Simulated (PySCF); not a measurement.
**Shapes and spin states of Ir(OH)3**

These are results of PySCF, B3LYP, basis Ir def2-SVP with ECP60, O def2-SVP, H def2-SVP (scalar-relativistic core potentials, no spin–orbit coupling, density fitting), not measurements.

Relaxations began from a few typed shapes and spin states; open shells are unrestricted. The search is not exhaustive: other isomers or separated fragments can lie lower, and high-lying points may rest on an excited occupation.

```
   spin  group                                                                    bonds                                                                    angles   imaginary modes (cm⁻¹)  ΔE (kJ/mol)  ΔE with ZPE (kJ/mol)
singlet    C3v                                      Ir–O 1.851 Å (×3), O–H 0.976 Å (×3)                                    H–O–Ir 111.0° (×3), O–Ir–O 120.0° (×3)                     none          0.0                   0.0
singlet     Cs                                      Ir–O 1.851 Å (×3), O–H 0.977 Å (×3)      H–O–Ir 108.5°, H–O–Ir 109.7° (×2), O–Ir–O 119.6° (×2), O–Ir–O 120.8°                     none          1.4                   1.1
quintet     Cs  Ir–O 1.910 Å, Ir–O 1.913 Å, Ir–O 2.011 Å, O–H 0.966 Å, O–H 0.972 Å (×2)  H–O–Ir 116.0°, H–O–Ir 117.6°, H–O–Ir 126.7°, O–Ir–O 97.8°, O–Ir–O 104.6°                     103i        174.7                     –
quintet    C3h                                      Ir–O 1.960 Å (×3), O–H 0.970 Å (×3)                                    H–O–Ir 119.3° (×3), O–Ir–O 120.0° (×3)                 85i, 85i        185.6                     –
singlet    C3h                                      Ir–O 1.883 Å (×3), O–H 0.968 Å (×3)                                    H–O–Ir 120.0° (×3), O–Ir–O 120.0° (×3)  1278i, 917i, 917i, 378i        236.6                     –
```

The lowest minimum found is the singlet C3v: Ir–O 1.851 Å (×3), O–H 0.976 Å (×3); H–O–Ir 111.0° (×3), O–Ir–O 120.0° (×3).

For the lowest minimum: stability towards spin polarisation was not tested. No spin–orbit coupling is included, which matters more the heavier the element.
